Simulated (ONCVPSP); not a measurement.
# Reading a pseudo-wave (S (Z = 16))

Columns: radius, all-electron u(r) and pseudo u(r) of the 3s shell (level -17.19 eV) of sulfur in the configuration [Ne] 3s2 3p4; PBEsol, scalar-relativistic, ONCV scheme, ONCVPSP 4.0.1.

```json
{"r (bohr)": "0.085", "all-electron": "0.1558", "pseudo": "0.0188"}
{"r (bohr)": "0.170", "all-electron": "-0.1504", "pseudo": "0.0413"}
{"r (bohr)": "0.255", "all-electron": "-0.3598", "pseudo": "0.0708"}
{"r (bohr)": "0.340", "all-electron": "-0.4056", "pseudo": "0.1096"}
{"r (bohr)": "0.425", "all-electron": "-0.3298", "pseudo": "0.1591"}
{"r (bohr)": "0.510", "all-electron": "-0.1854", "pseudo": "0.2196"}
{"r (bohr)": "0.595", "all-electron": "-0.0124", "pseudo": "0.2899"}
{"r (bohr)": "0.680", "all-electron": "0.1629", "pseudo": "0.3677"}
{"r (bohr)": "0.765", "all-electron": "0.3250", "pseudo": "0.4496"}
{"r (bohr)": "0.850", "all-electron": "0.4660", "pseudo": "0.5323"}
{"r (bohr)": "0.935", "all-electron": "0.5830", "pseudo": "0.6121"}
{"r (bohr)": "1.020", "all-electron": "0.6758", "pseudo": "0.6852"}
{"r (bohr)": "1.105", "all-electron": "0.7456", "pseudo": "0.7472"}
{"r (bohr)": "1.190", "all-electron": "0.7942", "pseudo": "0.7942"}
{"r (bohr)": "1.275", "all-electron": "0.8243", "pseudo": "0.8243"}
{"r (bohr)": "1.360", "all-electron": "0.8387", "pseudo": "0.8387"}
{"r (bohr)": "1.445", "all-electron": "0.8399", "pseudo": "0.8399"}
{"r (bohr)": "1.530", "all-electron": "0.8305", "pseudo": "0.8305"}
{"r (bohr)": "1.615", "all-electron": "0.8127", "pseudo": "0.8127"}
{"r (bohr)": "1.700", "all-electron": "0.7884", "pseudo": "0.7884"}
{"r (bohr)": "1.785", "all-electron": "0.7593", "pseudo": "0.7593"}
{"r (bohr)": "1.870", "all-electron": "0.7268", "pseudo": "0.7268"}
{"r (bohr)": "1.955", "all-electron": "0.6920", "pseudo": "0.6920"}
{"r (bohr)": "2.040", "all-electron": "0.6559", "pseudo": "0.6559"}
{"r (bohr)": "2.125", "all-electron": "0.6193", "pseudo": "0.6193"}
{"r (bohr)": "2.210", "all-electron": "0.5827", "pseudo": "0.5827"}
```

**Question.** How many radial nodes do the two functions have?

**Answer.** The all-electron 3s function has n − l − 1 = 2; the pseudo-wave has 0, since the states of the same l below it are removed with the core.

**Question.** At about which radius was the pseudo-wave matched?

**Answer.** 1.25 bohr, where the columns begin to agree (steps of 0.09 bohr).

**Question.** Is the pseudo-wave norm-conserving?

**Answer.** Yes: the ONCV scheme keeps the norm inside the radius equal to the all-electron one, which fixes the energy derivative of the logarithmic derivative at the level.
